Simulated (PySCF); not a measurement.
**Selenium: a sound run and one with changed settings**

Sound run: Se⁺ [Ar] 3d10 4s2 4p3, Se²⁺ [Ar] 3d10 4s2 4p2. Computed with PySCF 2.14 in x2c-SVPall, with scalar relativity by spin-free X2C-1e. The sound run starts from symmetry-adapted Hartree-Fock orbitals and uses a fine grid where one is needed.

Changed run: 14 angular points. This setting is unsound on purpose.

```csv
species,method,sound run (hartree),changed run (hartree),converged
Se⁺,UHF,-2427.32952,-2427.32952,yes
Se⁺,M06-L,-2428.93982,-2428.93982,yes
Se⁺,PBE0,-2428.75190,-2428.75190,yes
Se²⁺,UHF,-2426.56207,-2426.56207,yes
Se²⁺,M06-L,-2428.16378,-2428.16368,yes
Se²⁺,PBE0,-2427.96397,-2427.96432,yes
```

Ionisation energy of Se⁺:

```json
{"method": "UHF", "sound run (eV)": "20.883", "changed run (eV)": "20.883"}
{"method": "M06-L", "sound run (eV)": "21.117", "changed run (eV)": "21.120"}
{"method": "PBE0", "sound run (eV)": "21.441", "changed run (eV)": "21.431"}
```

A coarse angular grid integrates products of high-l functions wrongly, so density functionals can shift, and the SCF can exploit the error; Hartree-Fock and MP2 need no grid.

For comparison, NIST gives 21.196 ± 0.01 eV between the lowest levels.
